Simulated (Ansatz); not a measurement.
Isomers of CH₇AlOSi, relaxed with PBE0-D4/def2-TZVP in Ansatz; electronic energies, one conformer each and not always the lowest. Functionals use def2-TZVPP; CBS adds triple-zeta CCSD(T) − MP2 to the MP2 limit of def2-TZVPP and def2-QZVPP.

Question: Order them by energy at frozen-core CCSD(T)/CBS, lowest first. (An estimate is asked.)
A. `CO[SiH2][AlH2]`
B. `[CH3][AlH][O][SiH3]`
C. `[CH3][Al]([OH])[SiH3]`
D. `O[CH]([AlH2])[SiH3]`
E. `[AlH2][O]C[SiH3]`

Answer: B (0.0 kcal/mol), C (24.0 kcal/mol), E (55.8 kcal/mol), A (65.7 kcal/mol), D (91.6 kcal/mol).

Question: How do B3LYP-D4, ωB97M-V, HF/CBS(def2), PBE-D4 place them (kcal/mol, against `[CH3][AlH][O][SiH3]`)? (Estimate.)

Answer: Computed: 
```json
{"isomer": "`[AlH2][O]C[SiH3]`", "B3LYP-D4": "53.6", "ωB97M-V": "54.5", "HF/CBS(def2)": "57.9", "PBE-D4": "50.5"}
{"isomer": "`O[CH]([AlH2])[SiH3]`", "B3LYP-D4": "90.6", "ωB97M-V": "90.0", "HF/CBS(def2)": "98.7", "PBE-D4": "83.7"}
{"isomer": "`CO[SiH2][AlH2]`", "B3LYP-D4": "64.2", "ωB97M-V": "66.1", "HF/CBS(def2)": "66.7", "PBE-D4": "59.1"}
{"isomer": "`[CH3][Al]([OH])[SiH3]`", "B3LYP-D4": "24.4", "ωB97M-V": "25.1", "HF/CBS(def2)": "32.3", "PBE-D4": "17.3"}
```

B3LYP here is the variant with VWN-RPA as its local correlation; programs differ in this.
